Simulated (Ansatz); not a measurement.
Job for Ansatz (a quantum-chemistry and plane-wave program): R-BLYP/def2-TZVPP on H4MoO5 (SMILES [O]=[Mo]([OH])([OH])([OH])[OH]), 2S+1 = 1, a spin state set in the input, which need not be the lowest. Elements past Kr take the def2 small-core potentials; no spin–orbit coupling.

Ansatz 0.2 input:
```yaml
crystal:
  periodic: [false, false, false]
  atoms:
    - {symbol: Mo, position_ang: [0.32704698, -0.11649111, 0.30245648]}
    - {symbol: O, position_ang: [1.77204981, -0.81566879, 0.83312747]}
    - {symbol: O, position_ang: [-1.23392505, 0.49800862, -0.71754956]}
    - {symbol: H, position_ang: [-1.40982793, 0.32069039, -1.64568181]}
    - {symbol: O, position_ang: [0.73031094, 1.66985798, 0.71643634]}
    - {symbol: H, position_ang: [0.07679412, 2.28595565, 0.35532233]}
    - {symbol: O, position_ang: [0.68876208, -0.85436200, -1.43593718]}
    - {symbol: H, position_ang: [1.51779092, -1.35032366, -1.45076406]}
    - {symbol: O, position_ang: [-0.83240324, -0.96094964, 1.51427372]}
    - {symbol: H, position_ang: [-1.76318789, -0.81233610, 1.29374057]}
basis:
  gaussian:
    orbitals: def2-TZVPP
hamiltonian:
  xc: {name: BLYP}
```

Output:

```
WARN ansatz: RAYON_NUM_THREADS=8 ignored (pool sized by the plan → 8); use --threads N
Functional definition: BLYP
integrals: 0.21 GiB planned
1290 factors; their error is unknown
0.32 GiB of the device are held for the grids
1.44 GiB of device memory are held for the factors and their scratch space
mean field: 1.24 GiB planned
mean field evaluation 1: about -12127.1338 eV, gradient 1.5e2 eV
mean field evaluation 2: about -11751.0282 eV, gradient 4.4e2 eV
mean field evaluation 4: about -12120.7843 eV, gradient 1.6e2 eV
mean field evaluation 8: about -12164.6158 eV, gradient 8.3e0 eV
mean field evaluation 16: about -12164.7226 eV, gradient 8.1e-2 eV
mean field -12164.72261902 eV, -447.0453107037 hartree, gradient 4.8e-5 eV, S^2 0.000000; 0 other end points of the search recorded, 0 dependent functions left out
reference -12164.72304913 eV, -447.0453265101 hartree; 29, 29 occupied and 238, 238 virtual orbitals, 1290 factors
Total energy: -12164.72304913 eV, -447.0453265101 hartree
```

The calculation finished and met its thresholds.
